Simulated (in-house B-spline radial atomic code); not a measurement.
Configurations of the aluminium ion Al⁶⁺, with energies counted from [He] 2s2 2p3. All numbers are computed (non-relativistic HSE06, spin-polarised, spherical fractional occupations, exact exchange averaged over the configuration; point nucleus) with a B-spline radial code for spherical atoms, not measured. Shells without spins written out take the highest spin.

```json
{"configuration": "[He] 2s1 2p4", "E - E(ref) (eV)": "34.328", "highest orbital": "2p down", "its <r> (bohr)": "0.5236"}
{"configuration": "[He] 2s2 2p2 3d1", "E - E(ref) (eV)": "163.06", "highest orbital": "3d up", "its <r> (bohr)": "1.36"}
{"configuration": "[He] 2s1 2p3 3d1", "E - E(ref) (eV)": "178.14", "highest orbital": "3d up", "its <r> (bohr)": "1.352"}
```

Order these further configurations by energy, lowest first.
A. [He] 2s2 2p2 3s1
B. [He] 2s1 2p3 3p1
C. [He] 2s1 2p3 3s1

A (142.79 eV), C (158.12 eV), B (167.28 eV).
